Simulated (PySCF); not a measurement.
This PySCF input asks for the NMR shieldings of `InChI=1S/C6H11PSi2/c1-3-4-5-6-9-7-8-2/h7H,8-9H2,1-2H3`; the geometry comes from GFN2-xTB.

```python
import basis_set_exchange as bse
import numpy as np
from pyscf import gto, dft
from pyscf.prop import nmr

atoms = """
C    -4.550400   -2.557979   -1.427922
C    -3.660273   -1.568293   -0.877711
C    -2.911463   -0.739069   -0.417206
C    -2.064239    0.187720    0.094259
C    -1.308335    1.016497    0.560883
Si   -0.109848    2.248733    1.211011
P     1.708805    2.129633   -0.092890
Si    2.555481    0.147714    0.501338
C     4.324163    0.041732   -0.182939
H    -5.586361   -2.286558   -1.222295
H    -4.345655   -3.532147   -0.982609
H    -4.410677   -2.627283   -2.507280
H     0.163437    1.926750    2.619929
H    -0.644595    3.609523    1.082744
H     2.502515    2.876712    0.755449
H     1.688381   -0.870279   -0.098615
H     2.581169   -0.053032    1.958946
H     4.772516   -0.920532    0.044551
H     4.329285    0.166303   -1.262535
H     4.960946    0.814533    0.239858
"""
names = dict.fromkeys(["C", "Si", "P", "H"], "pcSseg-1")
basis = {el: gto.basis.parse(bse.get_basis(n, elements=[el], fmt="nwchem")) for el, n in names.items()}
mol = gto.M(atom=atoms, basis=basis, charge=0, verbose=0)
mf = dft.RKS(mol, xc="PBE0")
mf.grids.level = 2
mf.grids.alignment = dft.numint.BLKSIZE   # the property module wants whole blocks of grid points
mf.conv_tol = 1e-9
mf.kernel()

calc = nmr.RKS(mf)   # GIAO
C = mf.mo_coeff
Co = C[:, mf.mo_occ > 0]
resp = mf.gen_response(singlet=True, hermi=2)
def vind(x):   # induced exchange potential for any number of trial vectors
    d = np.einsum("pi,xij,qj->xpq", C, 2 * x.reshape(-1, C.shape[1], Co.shape[1]), Co, optimize=True)
    return np.einsum("xpq,pi,qj->xij", resp(d - d.transpose(0, 2, 1)), C, Co, optimize=True).ravel()
mo1, _ = nmr.rhf.solve_mo1(calc, with_cphf=vind)
sigma = calc.kernel(mo1)
for i, s in enumerate(sigma):   # ppm
    w = np.linalg.eigvalsh((s + s.T) / 2)
    print("%2d %-2s iso %8.1f  s11 %8.1f  s22 %8.1f  s33 %8.1f" % (i, mol.atom_pure_symbol(i), w.mean(), *w))
```

Question: What are the results?

Answer: 
```
 0 C  iso    181.4  s11    172.5  s22    172.6  s33    199.1
 1 C  iso    103.0  s11     13.1  s22     13.8  s33    282.2
 2 C  iso    114.1  s11     34.4  s22     34.8  s33    273.0
 3 C  iso     82.9  s11     -5.5  s22     -2.4  s33    256.5
 4 C  iso    109.3  s11     17.3  s22     24.3  s33    286.4
 5 Si iso    421.6  s11    399.7  s22    414.8  s33    450.3
 6 P  iso    630.3  s11    558.9  s22    613.1  s33    718.8
 7 Si iso    395.0  s11    352.3  s22    396.6  s33    436.2
 8 C  iso    191.3  s11    185.6  s22    190.7  s33    197.6
 9 H  iso     29.6  s11     24.3  s22     27.6  s33     36.7
10 H  iso     29.5  s11     24.3  s22     27.9  s33     36.4
11 H  iso     29.5  s11     24.3  s22     27.8  s33     36.4
12 H  iso     26.8  s11     23.0  s22     25.3  s33     32.1
13 H  iso     26.9  s11     22.8  s22     24.9  s33     32.8
14 H  iso     31.5  s11     25.4  s22     28.5  s33     40.7
15 H  iso     27.3  s11     22.7  s22     26.9  s33     32.1
16 H  iso     27.1  s11     23.0  s22     26.2  s33     32.0
17 H  iso     31.3  s11     26.1  s22     27.9  s33     39.7
18 H  iso     31.3  s11     26.5  s22     29.3  s33     38.2
19 H  iso     31.4  s11     26.6  s22     29.6  s33     38.1
```

These numbers come from an equivalent density-fitted implementation of the same equations, which agrees with the script to about 0.01 ppm for H and up to a few tenths of a ppm for heavy atoms, so last digits may differ.

Size and cost of the density-fitted run: 229 basis functions, 120 s wall time on 1 thread of an Arm Neoverse N1, shared host; peak memory 1 GiB.
